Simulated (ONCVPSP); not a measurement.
**Building the ONCV potential for hydrogen (PBEsol, scalar-relativistic).**

Input for ONCVPSP 4.0.1:

```
# ATOM AND REFERENCE CONFIGURATION
# atsym  z   nc   nv     iexc    psfile
  H 1.00    0    1  -116133      upf
#
#   n    l    f
    1    0    0.50
#
# PSEUDOPOTENTIAL AND OPTIMIZATION
# lmax
    1
#
#   l,   rc,      ep,       ncon, nbas, qcut
    0    0.75    0.00    5    8    8.40
    1    0.65    0.12    3    8   14.80
#
# LOCAL POTENTIAL
# lloc, lpopt,  rc(5),   dvloc0
    4    3    0.65    0.00
#
# VANDERBILT-KLEINMAN-BYLANDER PROJECTORs
# l, nproj, debl
    0    1    1.80
    1    2    1.80
#
# MODEL CORE CHARGE
# icmod, fcfact, rcfact
    0    0.00    0.00
#
# LOG DERIVATIVE ANALYSIS
# epsh1, epsh2, depsh
   -2.00    5.00    0.02
#
# OUTPUT GRID
# rlmax, drl
    6.00    0.01
#
# TEST CONFIGURATIONS
# ncnf
    1
# nvcnf
#   n    l    f
    1
    1    0    1.00
#
```

Command:

```bash
oncvpsp.x < H.dat > H.out
```

The program printed (shortened: citation, most of the input echo, consistency checks and plot data are left out):

```
ONCVPSP  (Optimized Norm-Conservinng Vanderbilt PSeudopotential)
scalar-relativistic version 4.0.1

#   n    l    f        energy (Ha)
    1    0    0.50    -4.5654404E-01

Reference configufation results
  iterations    13
  all-electron total energy (Ha)   -2.78739186D-01

Begin loop to  construct optimized pseudo wave functions
and semi-local pseudopoentials for all angular momenta

Calculating optimized projector #   1

 for l=   0

    Fraction of norm inside rc  0.209974
    Optimizing pswf for qcut=   8.41 a_B^-1,  ecut=  35.32 Ha
    Residual kinetic energy error=  4.64D-04 Ha

    Energy error per electron        Cutoff
         Ha          eV             Ha
         0.01000     0.27211       12.32
         0.00100     0.02721       28.96
         0.00010     0.00272       96.17
         0.00001     0.00027      250.97

   Wellstate for l =  1  n =  2
     eigenvalue =   0.1200
     asymptotic potential =   0.6200
     half-point radius =  4.5840

   Wellstate for l =  1  n =  3
     eigenvalue =   1.9200
     asymptotic potential =   2.4200
     half-point radius =  2.6401

Calculating optimized projector #   1

 for l=   1

    Fraction of norm inside rc  0.003124
    Optimizing pswf for qcut=  14.78 a_B^-1,  ecut= 109.21 Ha
    Residual kinetic energy error=  1.69D-09 Ha

    Energy error per electron        Cutoff
         Ha          eV             Ha
         0.01000     0.27211        1.81
         0.00100     0.02721        4.55
         0.00010     0.00272       11.42
         0.00001     0.00027       26.38

Calculating optimized projector #   2

 for l=   1

    Fraction of norm inside rc  0.018416
    Optimizing pswf for qcut=  14.78 a_B^-1,  ecut= 109.21 Ha
    Residual kinetic energy error=  1.44D-08 Ha

    Energy error per electron        Cutoff
         Ha          eV             Ha
         0.01000     0.27211        5.82
         0.00100     0.02721       10.93
         0.00010     0.00272       25.54
         0.00001     0.00027       48.07

Construct Vanderbilt / Kleinmman-Bylander projectors

B matrix Hermiticity error, ll=   1
   1   2    1.8347E-06

  Orthonormal projector coefficients -1.4600E+00 -2.3483E-01

Pseudoatom total energy   -0.278729

Diagnostic tests using Vanderbilt-Kleinman-Bylander pseudopotentials
  1 or more projectors used as specified by nproj input data

   l    rcore       rmatch      e in        delta e   norm test  slope test

   0   0.7525286   0.7753770  -0.4565440  -0.0000042   0.9999989   0.9999872

   1   0.6518857   0.6716784   0.1200000  -0.0000931   1.0000594   1.0000594
   1   0.6518857   0.6716784   1.9200000  -0.0000677   1.0000720   1.0000720

 Testing for bound ghosts
   n   l    E NL Schr. Eq   E Basis Diag.   E Cutoff

   1   0       -0.456548       -0.229082    329.03

   2   1       -0.058199        1.726905    703.52

 Testing for highly-localized positive-energy ghosts
       l    <radius>/rc     E Basis Diag.   E Cutoff

Test configuration 0

   n   l     f        eae           eps        diff
   1   0  0.5000   -0.45654404   -0.45654824   -4.20D-06

    Total energies and differences
      AE_ref= -2.78739186D-01  AE_tst= -2.78739186D-01  dif=  0.00D+00
      PS_ref= -2.78728928D-01  PS_tst= -2.78728928D-01  dif=  1.11D-16
      PSP excitation error= -1.11D-16

Test configuration 1

   n   l     f        eae           eps        diff
   1   0  1.0000   -0.23269623   -0.23271001   -1.38D-05

    Total energies and differences
      AE_ref= -2.78739186D-01  AE_tst= -4.49898245D-01  dif= -1.71D-01
      PS_ref= -2.78728928D-01  PS_tst= -4.49894030D-01  dif= -1.71D-01
      PSP excitation error=  6.04D-06
```

The run took about 1.7 s on one core of a shared server CPU.
